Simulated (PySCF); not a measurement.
C6H15N, charge +1, doublet, geometry from GFN2-xTB (a state made from the parent by changing its charge; the spin is typed, not shown lowest); DF-TPSS/3-21G (PySCF).

The PySCF input:
```python
from pyscf import gto, scf, dft

mol = gto.M(
    atom='''
C     2.045563    1.008764    0.442064
C     1.256660   -0.275514    0.048935
C     1.984165   -0.994684   -1.078785
N    -0.047423    0.093070   -0.337735
C    -1.179430    0.123946    0.501078
C    -2.119003    1.259312    0.118497
C    -1.929888   -1.235781    0.381744
H     2.136311    1.668954   -0.415799
H     1.541179    1.531375    1.249832
H     3.036859    0.712669    0.771406
H     1.194149   -0.898103    0.950435
H     1.451094   -1.902186   -1.354633
H     2.985119   -1.264995   -0.755293
H     2.075201   -0.364324   -1.960861
H    -0.183607    0.360338   -1.307603
H    -0.844128    0.211170    1.542323
H    -2.477374    1.153608   -0.903314
H    -1.611722    2.217427    0.210679
H    -2.981926    1.258728    0.778034
H    -1.273530   -2.056651    0.656302
H    -2.780179   -1.216417    1.056604
H    -2.283881   -1.379340   -0.635161
''',
    basis='3-21g',
    charge=1,
    spin=1,
    verbose=5,
)

mf = dft.ROKS(mol)
mf.xc = 'tpss'
mf = mf.density_fit(auxbasis='def2-universal-jkfit')
mf.kernel()
```

What the program printed (banner, timings and long lists left out):

```
PySCF version 2.14.0

[INPUT] verbose = 5
[INPUT] max_memory = 4000
[INPUT] num. atoms = 22
[INPUT] num. electrons = 57
[INPUT] charge = 1
[INPUT] spin (= nelec alpha-beta = 2S) = 1
[INPUT] symmetry False subgroup None
[INPUT] Mole.unit = angstrom
[INPUT] Symbol           X                Y                Z      unit          X                Y                Z       unit  Magmom
[...]
[INPUT] ---------------- BASIS SET ----------------
[INPUT] l, kappa, [nprim/nctr], expnt,             c_1 c_2 ...
[INPUT] H
[...]
                                0.824547          0.904691
[...]
[INPUT] C
[...]
                                25.9109           0.358794
                                5.53335           0.700713
[...]
                                0.770545          1.21584
[...]
                                0.770545          0.860619
[...]
[INPUT] N
[...]
                                36.4851           0.352955
                                7.81449           0.706513
[...]
                                1.14915           1.22442
[...]
                                1.14915           0.858953
[...]
nuclear repulsion = 335.88703288455
number of shells = 65
number of NR pGTOs = 150
number of NR cGTOs = 93
basis = 3-21g
ecp = {}

******** <class 'pyscf.df.df_jk.DFROKS'> ********
method = DFROKS
initial guess = minao
damping factor = 0
level_shift factor = 0
DIIS = <class 'pyscf.scf.diis.CDIIS'>
diis_start_cycle = 1
diis_space = 8
diis_damp = 0
SCF conv_tol = 1e-09
SCF conv_tol_grad = None
SCF max_cycles = 50
direct_scf = False
num. doubly occ = 28  num. singly occ = 1
XC library pyscf.dft.libxc version 7.1.2
    S. Lehtola, C. Steigemann, M. J. T. Oliveira, and M. A. L. Marques,  SoftwareX 7, 1–5 (2018)
XC functionals = tpss
    J. Tao, J. P. Perdew, V. N. Staroverov, and G. E. Scuseria,  Phys. Rev. Lett. 91, 146401 (2003)
    J. P. Perdew, J. Tao, V. N. Staroverov, and G. E. Scuseria,  J. Chem. Phys. 120, 6898 (2004)
    J. Tao, J. P. Perdew, V. N. Staroverov, and G. E. Scuseria,  Phys. Rev. Lett. 91, 146401 (2003)
    J. P. Perdew, J. Tao, V. N. Staroverov, and G. E. Scuseria,  J. Chem. Phys. 120, 6898 (2004)
radial grids:
    Treutler-Ahlrichs [JCP 102, 346 (1995); DOI:10.1063/1.469408] (M4) radial grids

becke partition: Becke, JCP 88, 2547 (1988); DOI:10.1063/1.454033
pruning grids: <function nwchem_prune>
grids dens level: 3
symmetrized grids: False
atomic radii adjust function: <function treutler_atomic_radii_adjust>
small_rho_cutoff = 0
[...]
  1.77041716e+00  1.79435221e+00  1.93909428e+00  2.14044038e+00
  2.43037228e+00]
nelec by numeric integration = [28.99998267 27.99999243]
E1 = -1044.0657246721705  E2 = 417.56124752384994  Ecoul = 462.33591759588325  Exc = -44.7746700720333
cycle= 11 E= -290.617444263771  delta_E= -2.77e-11  |g|= 2.63e-06  |ddm|= 1.36e-05
[...]
                  Roothaan           | alpha              | beta
  Highest 2-occ = -0.482716751068442 | -0.484989532499395 | -0.480443969655763
  Lowest 0-occ =  -0.103148515997367 | -0.107828651085509 | -0.0984683809092441
  1-occ =         -0.399125477199957 |  -0.43342771760836 | -0.364823294108851
  Roothaan mo_energy =
[-1.43284363e+01 -1.01797507e+01 -1.01793939e+01 -1.01116640e+01
 -1.01116048e+01 -1.01026420e+01 -1.01026293e+01 -1.12182905e+00
 -9.48040156e-01 -8.77746097e-01 -8.20184568e-01 -8.17546747e-01
 -7.70640034e-01 -7.57688509e-01 -6.60218122e-01 -6.36044942e-01
 -5.99462447e-01 -5.90079336e-01 -5.72662633e-01 -5.47338878e-01
 -5.36721029e-01 -5.25096029e-01 -5.20712228e-01 -5.10496506e-01
 -4.97144025e-01 -4.94140572e-01 -4.90287615e-01 -4.82716751e-01
 -3.99125477e-01 -1.03148516e-01 -8.48158524e-02 -4.50573455e-02
 -4.44438250e-02 -2.56767639e-02 -1.74263277e-02 -1.04752858e-02
 -4.09137182e-03  6.83522952e-04  1.16515416e-02  1.70389447e-02
  1.99894993e-02  2.33434085e-02  3.68024471e-02  4.58611620e-02
  4.78723544e-02  5.54456481e-02  6.11210194e-02  7.87671115e-02
  9.31637033e-02  1.14905729e-01  4.48142275e-01  4.62388880e-01
  4.69903073e-01  4.93175381e-01  4.93438914e-01  5.19445981e-01
  5.33316897e-01  5.34387994e-01  5.62186020e-01  5.71320674e-01
  5.79732412e-01  5.96858788e-01  6.73211154e-01  6.86244921e-01
  7.13167051e-01  7.27359451e-01  7.66039885e-01  8.02285788e-01
  8.12181877e-01  8.77711219e-01  8.78016204e-01  9.05655597e-01
  9.12788298e-01  9.18945476e-01  9.20565825e-01  9.30792144e-01
  9.32986870e-01  9.45832861e-01  9.51105122e-01  9.65722456e-01
  9.92176254e-01  1.00436594e+00  1.05772232e+00  1.11049356e+00
  1.31031824e+00  1.31118280e+00  1.51394783e+00  1.57719133e+00
  1.77041708e+00  1.79435212e+00  1.93909436e+00  2.14044050e+00
  2.43037257e+00]
nelec by numeric integration = [28.99998267 27.99999243]
E1 = -1044.0657209484457  E2 = 417.5612438001283  Ecoul = 462.33591371230466  Exc = -44.774669912176385
Extra cycle  E= -290.617444263768  delta_E= 3.18e-12  |g|= 4.5e-06  |ddm|= 7.19e-06
converged SCF energy = -290.617444263768
```
